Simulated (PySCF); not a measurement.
C4H5FNO (doublet state).
Numbering: `[NH2:1][C:2](=[O:3])[C:4]1[CH2:5][C@H:6]1[F:7]` (hydrogens: H8, H9 on N1; H10, H11 on C5; H12 on C6)

Structure used (GFN2-xTB), in Å, numbered top down from 1:
```
atom  x, y, z in Å
N1     2.064    0.136   -0.117
C2     1.126   -0.646    0.505
O3     1.425   -1.497    1.328
C4    -0.212   -0.412    0.058
C5    -1.596   -0.448    0.517
C6    -1.109    0.629   -0.427
F7    -0.956    1.913    0.037
H8     3.007    0.088    0.234
H9     1.791    0.960   -0.623
H10   -2.288   -1.179    0.120
H11   -1.788   -0.207    1.557
H12   -1.463    0.662   -1.452
```

The hyperfine couplings belong to this conformer and change with its torsions.

Level of theory: PySCF 2.14.0, UKS B3LYP, pcH-1 on C F H N O, non-relativistic, mean-field spin-orbit, GIAO. Geometry: GFN2-xTB, one conformer, isolated molecule. A GFN2-xTB geometry isn't a minimum of the functional, and hyperfine couplings can be far from their values at a DFT geometry. The frame is twisted about the N1–C2 bond at this geometry (dihedral H8–N1–C2–O3 = -10°); couplings at other torsion angles weren't computed. The SCF solution wasn't tested for stability.

Q: Where do the isotropic ENDOR lines of F7, H10, H11, H12, H8 and H9 fall at 1210.0 mT, to first order?

A: ν± = |νn ± a/2|, one line for each electron-spin manifold; νn = |g_N| × 7.62259 MHz/T × B.

| nuclei | isotope | g_N | νn (MHz) | a_iso (MHz) | lower line (MHz) | upper line (MHz) |
| --- | --- | --- | --- | --- | --- | --- |
| F7 | 19F | 5.2577 | 48.49 | 81.60 | 7.70 | 89.29 |
| H10 | 1H | 5.5857 | 51.52 | 116.51 | 6.74 | 109.77 |
| H11 | 1H | 5.5857 | 51.52 | 91.18 | 5.93 | 97.11 |
| H12 | 1H | 5.5857 | 51.52 | 52.42 | 25.31 | 77.73 |
| H8 | 1H | 5.5857 | 51.52 | -5.49 | 48.77 | 54.27 |
| H9 | 1H | 5.5857 | 51.52 | -3.52 | 49.76 | 53.28 |

Q: Which pairs are centred on the nuclear Larmor frequency, and which on half the coupling?

A: Centred on νn, since |a| < 2νn: F7, H11, H12, H8 and H9. Centred on |a|/2 and split by 2νn: H10.

Q: At what field would the lower line of H11 fall to zero frequency?

A: Where νn = |a|/2, that is B = 45.59 MHz/(5.5857 × 7.62259 MHz/T) = 1070 mT, as far as first order holds there.

H8 and H9 aren't averaged: N1 is flat or nearly so (angle sum 356°), and its turn about the short N1–C2 bond (1.37 Å) is taken as slow.
